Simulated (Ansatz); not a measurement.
Consider the ligand exchange at the Al–O bond: `[NH2][Al]([NH2])[O][SiH3]` + CH₃OH → `C[O][Al]([NH2])[NH2]` + `O[SiH3]`.

Program: Ansatz. Geometries: PBE0-D4/def2-TZVP. ΔE: electronic, gas phase. CCSD(T)/CBS is the MP2 limit (def2-TZVPP, def2-QZVPP) plus CCSD(T) − MP2 in def2-TZVPP, frozen cores. This one scheme is used for every species. DFT in def2-TZVPP. B3LYP here is the variant with VWN-RPA as its local correlation; programs differ in this. Each species was taken in one conformer, which may not be the lowest.

(1) Is it downhill or uphill in electronic energy at CCSD(T)/CBS, and by how much? (An estimate is asked.)

(2) What do these levels give: B3LYP-D4, r2SCANh-D4, BHLYP, MP2/def2-TZVPP, SCS-MP2/def2-QZVPP, MP2/CBS(def2)? (Estimate.)

Largest T1 diagnostic among the species: 0.011.

Results:

(1) The calculation gave: Uphill: ΔE = +8.2 kcal/mol.

(2) Computed: B3LYP-D4 8.0, r2SCANh-D4 8.0, BHLYP 8.5, MP2/def2-TZVPP 8.0, SCS-MP2/def2-QZVPP 8.3, MP2/CBS(def2) 8.0 kcal/mol.

Leaving LDA and LC-ωPBE aside and taking each functional with its dispersion term where it has one, the values, not all of them listed here, spread over 1.9 kcal/mol, from revPBE-D4 to BHLYP-D4. In def2-TZVPP, CCSD(T) changes the Hartree–Fock value by −1.3 kcal/mol (the triples alone add −0.2 kcal/mol) and MP2 by −1.5 kcal/mol. From PBE to PBE0 (25 % exact exchange), in def2-TZVPP and without D4, ΔE moves by +0.8 kcal/mol.
